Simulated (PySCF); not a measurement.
## Deuteron quadrupole couplings in `O=CO/C=C1/CC[SiH2]S1`

C5H8O2SSi.
Geometry (GFN2-xTB, Å), atoms numbered from 1 in this order:
```
atom  x, y, z in Å
O1     4.1531    0.3866    0.7229
C2     3.5659    1.0603   -0.0738
O3     2.2886    0.9687   -0.4081
C4     1.5164    0.0037    0.2067
C5     0.2195   -0.1235   -0.0605
C6    -0.6533   -1.1664    0.5699
C7    -1.9970   -0.5561    0.9675
Si8   -2.5575    0.5262   -0.4927
S9    -0.5715    0.9418   -1.2260
H10    4.0195    1.8773   -0.6584
H11    2.0427   -0.6325    0.9063
H12   -0.8219   -1.9621   -0.1628
H13   -0.1410   -1.6042    1.4281
H14   -2.7112   -1.3380    1.2183
H15   -1.8645    0.0587    1.8594
H16   -3.1915    1.7765   -0.1016
H17   -3.3034   -0.2049   -1.5120
```

Level: PBE0/pcSseg-1 (PySCF, non-relativistic); Q(2H) = 0.00286 b; rigid geometry, the same for H and D, with no vibrational averaging.

Problem. Rank these positions by the coupling χzz of a deuteron there, largest first.
A. H17 (Si–H hydrogen)
B. H12 (methylene hydrogen)
C. H15 (methylene hydrogen)
D. H10 (formyl hydrogen)
E. H14 (methylene hydrogen)

Solution. E (213 kHz), C (208 kHz), B (199 kHz), D (185 kHz), A (110 kHz).

Problem. What are Vzz, η and χzz (234.96 MHz × Q × Vzz) at all hydrogens?

Solution. 
```
atom  bonded to  bond length (Å)  Vzz (au)     η  χzz (kHz)
 H10         C2            1.102    0.2759  0.04        185
 H11         C4            1.082    0.3118  0.13        210
 H12         C6            1.095    0.2967  0.00        199
 H13         C6            1.091    0.3038  0.03        204
 H14         C7            1.088    0.3175  0.03        213
 H15         C7            1.091    0.3094  0.03        208
 H16        Si8            1.455    0.1667  0.01        112
 H17        Si8            1.459    0.1637  0.01        110
```

Problem. Average by the element that carries the hydrogen.

Solution. on C: 203 kHz over 6 positions, mean bond length 1.092 Å; on Si: 111 kHz over 2 positions, mean bond length 1.457 Å.

Problem. How does χzz go with the bond length over the 6 C–H bonds?

Solution. A straight-line fit has a slope of -13.3 kHz for each 0.01 Å, with a correlation coefficient of -0.89, over lengths from 1.082 to 1.102 Å. The longer bonds have the smaller couplings here.

Problem. Give the 2H NMR doublet splittings at H13 for a magnetic field along the z, y and x axes of the gradient: 3χ/2, 3χ(1 + η)/4, 3χ(1 − η)/4.

Solution. With |χ| = 204.2 kHz and η = 0.034: 306, 158 and 148 kHz, to first order and without motion.

Geometry: GFN2-xTB, one conformer, isolated molecule. GFN2-xTB bond lengths can be off by several hundredths of an ångström, more for odd bonds, and the gradients follow them. A larger basis could move these couplings by a tenth or more.

The run behind these numbers computed NMR shieldings as well. The run took 71 s of wall time on one thread of an Arm Neoverse N1, shared host, and the process peaked at 0.93 GiB of memory.
